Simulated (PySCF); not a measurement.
C3H8O2, SMILES OC(CO)C (connectivity only; charge and spin as stated), charge +1, multiplicity 2.

The structure is a stationary point at PBE-D3(BJ)/def2-SVP. The spin state was assumed, not searched. The values are those of a single conformer.

Two levels are set side by side: PBE/def2-TZVP (PySCF) and CAM-B3LYP/def2-TZVP (PySCF). Same geometry, gas phase. Differences are taken from unrounded values.

| quantity | CAM-B3LYP | PBE | PBE minus CAM-B3LYP |
|---|---|---|---|
| α-spin orbital gap (eV) | 11.22 | 6.61 | -4.61 |
| β-spin orbital gap (eV) | 7.60 | 2.87 | -4.73 |
| mean polarisability (bohr³) | 49.6 | 51.0 | 1.4 |

Rough cost on one machine, each run with all the roots and properties that it gave: CAM-B3LYP against PBE within a factor of 2.
